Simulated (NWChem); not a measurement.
# GaSiH5; SMILES [SiH3][GaH2]

Results from NWChem. All runs use the structure optimised with PBE0/def2-SVP. Vertical excitations in the gas phase; the lowest state need not have the same character in each row.

```json
[
 {"level": "PBE/aug-cc-pVDZ, full TDDFT", "lowest excitation, singlet (eV)": "3.87", "oscillator strength of that lowest state": "0.001", "orbital gap (eV)": "3.64"},
 {"level": "B3LYP/aug-cc-pVDZ, full TDDFT", "lowest excitation, singlet (eV)": "(withheld)", "oscillator strength of that lowest state": "0.002", "orbital gap (eV)": "(withheld)"},
 {"level": "BHandHLYP/aug-cc-pVDZ, full TDDFT", "lowest excitation, singlet (eV)": "4.30", "oscillator strength of that lowest state": "0.002", "orbital gap (eV)": "7.18"},
 {"level": "PBE0/aug-cc-pVDZ, full TDDFT", "lowest excitation, singlet (eV)": "4.15", "oscillator strength of that lowest state": "0.002", "orbital gap (eV)": "5.49"}
]
```

Fill in the missing entries.


- B3LYP/aug-cc-pVDZ, full TDDFT, lowest excitation, singlet (eV): 4.02
- B3LYP/aug-cc-pVDZ, full TDDFT, orbital gap (eV): 5.04
